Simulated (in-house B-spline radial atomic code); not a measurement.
Successive ionisation energies of lead; each step leads to the configuration of the next row (after the last: [Kr] 4d10 4f14 5s2). NIST's values go from ground level to ground level; the uncertainty of those that are theory runs from under 0.1 % in few-electron ions to several per cent in heavy many-electron ones. Computed with a B-spline radial code for spherical atoms: non-relativistic Hartree-Fock, average of the configuration, point nuclei.

This level leaves out relativity, spin-orbit splitting included, which matters for heavy ions.

```json
{"ion": "Pb", "configuration": "[Xe] 4f14 5d10 6s2 6p2", "ionisation energy (eV)": "6.2", "tabulated value (eV)": "7.41668", "tabulated kind": "measured", "computed minus tabulated (eV)": "-1.2", "highest orbital": "6p", "largest mean radius (bohr)": "3.4569"}
{"ion": "Pb+", "configuration": "[Xe] 4f14 5d10 6s2 6p1", "ionisation energy (eV)": "13.0", "tabulated value (eV)": "15.0325", "tabulated kind": "measured", "computed minus tabulated (eV)": "-2.0", "highest orbital": "6p", "largest mean radius (bohr)": "3.1439"}
{"ion": "Pb2+", "configuration": "[Xe] 4f14 5d10 6s2", "ionisation energy (eV)": "26.1", "tabulated value (eV)": "31.9373", "tabulated kind": "measured", "computed minus tabulated (eV)": "-5.8", "highest orbital": "6s", "largest mean radius (bohr)": "2.5062"}
{"ion": "Pb3+", "configuration": "[Xe] 4f14 5d10 6s1", "ionisation energy (eV)": "35.9", "tabulated value (eV)": "42.33256", "tabulated kind": "measured", "computed minus tabulated (eV)": "-6.5", "highest orbital": "6s", "largest mean radius (bohr)": "2.3941"}
{"ion": "Pb4+", "configuration": "[Xe] 4f14 5d10", "ionisation energy (eV)": "70.2", "tabulated value (eV)": "68.8", "tabulated kind": "semi-empirical", "computed minus tabulated (eV)": "1.4", "highest orbital": "5d", "largest mean radius (bohr)": "1.24"}
{"ion": "Pb5+", "configuration": "[Xe] 4f14 5d9", "ionisation energy (eV)": "?", "tabulated value (eV)": "?", "tabulated kind": "tabulated theory", "computed minus tabulated (eV)": "?", "highest orbital": "?", "largest mean radius (bohr)": "?"}
{"ion": "Pb6+", "configuration": "[Xe] 4f14 5d8", "ionisation energy (eV)": "104.9", "tabulated value (eV)": "100.1", "tabulated kind": "tabulated theory", "computed minus tabulated (eV)": "4.8", "highest orbital": "5d", "largest mean radius (bohr)": "1.1822"}
{"ion": "Pb7+", "configuration": "[Xe] 4f14 5d7", "ionisation energy (eV)": "123.3", "tabulated value (eV)": "120", "tabulated kind": "tabulated theory", "computed minus tabulated (eV)": "3.3", "highest orbital": "5d", "largest mean radius (bohr)": "1.1574"}
{"ion": "Pb8+", "configuration": "[Xe] 4f14 5d6", "ionisation energy (eV)": "142.3", "tabulated value (eV)": "138", "tabulated kind": "tabulated theory", "computed minus tabulated (eV)": "4.3", "highest orbital": "5d", "largest mean radius (bohr)": "1.1347"}
{"ion": "Pb9+", "configuration": "[Xe] 4f14 5d5", "ionisation energy (eV)": "161.9", "tabulated value (eV)": "158", "tabulated kind": "tabulated theory", "computed minus tabulated (eV)": "3.9", "highest orbital": "5d", "largest mean radius (bohr)": "1.1137"}
{"ion": "Pb10+", "configuration": "[Xe] 4f14 5d4", "ionisation energy (eV)": "182.0", "tabulated value (eV)": "182", "tabulated kind": "tabulated theory", "computed minus tabulated (eV)": "0.0", "highest orbital": "5d", "largest mean radius (bohr)": "1.0941"}
{"ion": "Pb11+", "configuration": "[Xe] 4f14 5d3", "ionisation energy (eV)": "202.6", "tabulated value (eV)": "203", "tabulated kind": "tabulated theory", "computed minus tabulated (eV)": "-0.4", "highest orbital": "5d", "largest mean radius (bohr)": "1.0757"}
{"ion": "Pb12+", "configuration": "[Xe] 4f14 5d2", "ionisation energy (eV)": "223.7", "tabulated value (eV)": "224", "tabulated kind": "tabulated theory", "computed minus tabulated (eV)": "-0.3", "highest orbital": "5d", "largest mean radius (bohr)": "1.0584"}
{"ion": "Pb13+", "configuration": "[Xe] 4f14 5d1", "ionisation energy (eV)": "245.4", "tabulated value (eV)": "245.1", "tabulated kind": "semi-empirical", "computed minus tabulated (eV)": "0.3", "highest orbital": "5d", "largest mean radius (bohr)": "1.0421"}
{"ion": "Pb14+", "configuration": "[Xe] 4f14", "ionisation energy (eV)": "334.2", "tabulated value (eV)": "338.1", "tabulated kind": "semi-empirical", "computed minus tabulated (eV)": "-3.9", "highest orbital": "5p", "largest mean radius (bohr)": "0.93107"}
{"ion": "Pb15+", "configuration": "[Kr] 4d10 4f14 5s2 5p5", "ionisation energy (eV)": "?", "tabulated value (eV)": "?", "tabulated kind": "tabulated theory", "computed minus tabulated (eV)": "?", "highest orbital": "?", "largest mean radius (bohr)": "?"}
{"ion": "Pb16+", "configuration": "[Kr] 4d10 4f14 5s2 5p4", "ionisation energy (eV)": "382.8", "tabulated value (eV)": "401", "tabulated kind": "tabulated theory", "computed minus tabulated (eV)": "-18.2", "highest orbital": "5p", "largest mean radius (bohr)": "0.91159"}
{"ion": "Pb17+", "configuration": "[Kr] 4d10 4f14 5s2 5p3", "ionisation energy (eV)": "?", "tabulated value (eV)": "?", "tabulated kind": "tabulated theory", "computed minus tabulated (eV)": "?", "highest orbital": "?", "largest mean radius (bohr)": "?"}
{"ion": "Pb18+", "configuration": "[Kr] 4d10 4f14 5s2 5p2", "ionisation energy (eV)": "433.0", "tabulated value (eV)": "478", "tabulated kind": "tabulated theory", "computed minus tabulated (eV)": "-45.0", "highest orbital": "5p", "largest mean radius (bohr)": "0.89384"}
{"ion": "Pb19+", "configuration": "[Kr] 4d10 4f14 5s2 5p1", "ionisation energy (eV)": "458.6", "tabulated value (eV)": "507", "tabulated kind": "tabulated theory", "computed minus tabulated (eV)": "-48.4", "highest orbital": "5p", "largest mean radius (bohr)": "0.88537"}
```

(1) Fill in the row of Pb5+.

(2) Fill in the row of Pb15+.

(3) Fill in the row of Pb17+.

(4) Where is the largest jump?

(5) How far is this level of theory from the measured and semi-empirical values?

Results:

(1) ionisation energy (eV): 87.2; tabulated value (eV): 82.9; computed minus tabulated (eV): 4.3; highest orbital: 5d; largest mean radius (bohr): 1.2094.

(2) ionisation energy (eV): 358.3; tabulated value (eV): 374; computed minus tabulated (eV): -15.7; highest orbital: 5p; largest mean radius (bohr): 0.92093.

(3) ionisation energy (eV): 407.7; tabulated value (eV): 427; computed minus tabulated (eV): -19.3; highest orbital: 5p; largest mean radius (bohr): 0.90257.

(4) From Pb to Pb+, by a factor of 2.10 (6.2074 to 13.036 eV); the highest orbital goes from 6p to 6p.

(5) Over those 7 rows the differences run from -6.45 to +1.37 eV (mean absolute value 3 eV). The calculation leaves out relativity, correlation and, in open shells, the multiplet splittings that an average leaves out.
